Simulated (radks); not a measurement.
Species: Re17+. Configuration: [Kr] 4d10 4f12. All-electron calculation, scalar-relativistic Kohn-Sham, SCAN, spin-polarised, spherical densities, finite nucleus; open shells are filled with parallel spins first (spin-orbit coupling, left out, can overturn this in heavy ions); meta-GGA in the generalised Kohn-Sham scheme; Fermi nuclear charge, rms radius 5.3698 fm. Program: a radial shooting solver on a logarithmic mesh with Libxc functionals.

Radial electron density D(r) = 4 pi r^2 rho(r):

```
   r/bohr * D(r) (the largest magnitude, 138, reaches the edge; | marks zero)
 0.001106 |   *
 0.001247 |    *
 0.001417 |    *
 0.001611 |      *
 0.001816 |       *
 0.002064 |        *
 0.002346 |          *
 0.002645 |            *
 0.003006 |              *
 0.003417 |                 *
 0.003852 |                   *
 0.004378 |                      *
 0.004976 |                         *
  0.00561 |                            *
 0.006377 |                               *
 0.007247 |                                  *
 0.008171 |                                    *
 0.009287 |                                      *
  0.01056 |                                       *
   0.0119 |                                        *
  0.01353 |                                        *
  0.01537 |                                       *
  0.01733 |                                     *
   0.0197 |                                    *
  0.02239 |                                   *
  0.02525 |                                   *
  0.02869 |                                     *
  0.03261 |                                        *
  0.03677 |                                            *
  0.04179 |                                                *
   0.0475 |                                                    *
  0.05355 |                                                      *
  0.06086 |                                                     *
  0.06917 |                                                   *
  0.07799 |                                               *
  0.08864 |                                           *
   0.1007 |                                         *
   0.1136 |                                           *
   0.1291 |                                              *
   0.1467 |                                                 *
   0.1654 |                                                 *
    0.188 |                                            *
   0.2137 |                                     *
    0.241 |                              *
   0.2739 |                         *
   0.3113 |                         *
   0.3509 |                            *
   0.3989 |                              *
   0.4533 |                             *
   0.5111 |                         *
   0.5809 |                  *
   0.6603 |            *
   0.7444 |       *
   0.8461 |   *
   0.9616 | *
    1.084 |*
    1.232 *
    1.401 *
    1.579 *
    1.795 *
```

D(r) has 4 maxima, at r = 0.0122, 0.0557, 0.155, 0.412 bohr, and minima at 0.0235, 0.101, 0.292 bohr, inside which lie 1.90, 11.11, 30.03 electrons.
